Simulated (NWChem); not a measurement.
System: BNH3OCl; SMILES B(Cl)(N)O

Input file for NWChem:

```
start job
memory heap 200 mb stack 900 mb global 1100 mb
geometry units angstroms noautosym nocenter noautoz
  B     -0.025625     0.458440     0.000000
  Cl    -0.034958    -1.335410     0.000000
  O     -1.200504     1.140421     0.000000
  H     -1.964826     0.557953     0.000000
  N      1.197374     1.132495     0.000000
  H      1.243877     2.142222     0.000000
  H      2.087718     0.658848     0.000000
end
basis spherical
  B library 6-31g*
  Cl library 6-31g*
  O library 6-31g*
  H library 6-31g*
  N library 6-31g*
end
dft
  xc b3lyp
  iterations 150
end
property
  shielding
end
task dft property
```

Structure relaxed at the PBE0/def2-SVP level.

GIAO values for the isolated, static molecule; σ is the absolute isotropic shielding, δ = σ(reference) − σ with the isolated reference molecule computed at the same levels (11B: boron trifluoride, 1H: tetramethylsilane, 15N: ammonia, 17O: water).

Atoms are numbered as in the input.

### Question
Predict the main results of this run. (B3LYP/6-31G* (spherical d), GIAO.) Quantities: δ B1 (ppm); σ Cl2 (ppm); δ O3 (ppm); δ H4 (ppm); δ N5 (ppm); δ H6 (ppm); δ H7 (ppm).

### Answer
```
Property     Value
-----------  -----
δ B1 (ppm)    13.9
σ Cl2 (ppm)  910.7
δ O3 (ppm)    96.8
δ H4 (ppm)    2.94
δ N5 (ppm)    54.0
δ H6 (ppm)    2.02
δ H7 (ppm)    1.86
```
